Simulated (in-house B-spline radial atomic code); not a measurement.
Ca⁸⁺. Computed with a B-spline radial atomic code. Model: all-electron spherical atom, spin shells full or empty, radial basis limit, no spin-orbit coupling: exact exchange with a local potential (Slater, KLI or optimised effective potential, whose far tail is KLI's), no correlation.

The run also made RPA and GW results, which its time includes.

The Slater potential averages the orbital exchange potentials with the orbital densities as weights, KLI adds orbital constants, and the optimised effective potential minimises the exact-exchange energy among local potentials. So their energies lie above Hartree-Fock in the order OEP, KLI, Slater. All fall off as −1/r, unlike LDA and GGA exchange.

Command:
```bash
python run_gw.py task.json out
```
Settings (nuclear radius in fm, other lengths in bohr, energies in hartree):
```
Z                      20
electrons              12
configuration          [Ne] 3s2
hamiltonian            x2c
method                 oep
lmax                   9
rms_radius             3.4776
spin_polarised         False
box_radius             7.7
intervals              98
ion_configuration      [Ne] 3s1
```

Time taken, with all properties: 5.6 s on 1 thread of Intel(R) Xeon(R) Platinum 8488C (Sapphire Rapids) (shared host).

Given: hamiltonian one-electron scalar X2C; mean-field start exchange-only OEP.

Computed: energy above Hartree-Fock 3.6296 millihartree.

| radius (bohr) | r times exchange potential (hartree bohr) |
| --- | --- |
| 0.0025 | -0.041234 |
| 0.00301 | -0.049604 |
| 0.00363 | ? |
| 0.00438 | -0.071945 |
| 0.00528 | -0.086493 |
| 0.00636 | -0.10379 |
| 0.00767 | -0.12449 |
| 0.00925 | -0.149 |
| 0.0111 | -0.177 |
| 0.0134 | ? |
| 0.0162 | -0.24968 |
| 0.0195 | -0.29283 |
| 0.0235 | -0.34075 |
| 0.0284 | -0.39281 |
| 0.0342 | -0.44506 |
| 0.0412 | -0.49509 |
| 0.0497 | -0.53796 |
| 0.0599 | -0.56573 |
| 0.0722 | -0.56884 |
| 0.087 | -0.53926 |
| 0.105 | -0.49156 |
| 0.126 | -0.49555 |
| 0.152 | -0.60544 |
| 0.184 | -0.7609 |
| 0.222 | -0.88999 |
| 0.267 | -0.98199 |
| 0.322 | -1.0313 |
| 0.388 | -1.0214 |
| 0.468 | -0.93392 |
| 0.564 | -0.75673 |
| 0.68 | -0.66124 |
| 0.819 | -0.82276 |
| 0.988 | -0.93379 |
| 1.19 | -0.97427 |
| 1.44 | -0.99226 |
| 1.73 | -0.99792 |
| 2.09 | -0.99951 |

Q: What belongs in the row 0.00363?

A: r times exchange potential (hartree bohr): -0.059742.

Q: What belongs in the row 0.0134?

A: r times exchange potential (hartree bohr): -0.21064.

```
occupied  level (hartree)  Hartree-Fock level (hartree)
      1s          -151.81                       -156.45
      2s                ?                             ?
      2p          -18.687                       -19.583
      3s           -6.852                       -6.8516
```

Q: What belongs in the row 2s?

A: level (hartree): -21.603; Hartree-Fock level (hartree): -22.899.

| empty | level (hartree) |
| --- | --- |
| 3p | -6.0605 |
| 3d | ? |
| 4s | -3.4058 |
| 4p | -3.1127 |
| 4d | -2.717 |

Q: What belongs in the row 3d?

A: level (hartree): -4.9368.

The highest level, 3s, differs from Hartree-Fock by -0.011 eV and the deepest, 1s, by +126 eV: a local potential can match the highest level but can't give each shell its own exchange.
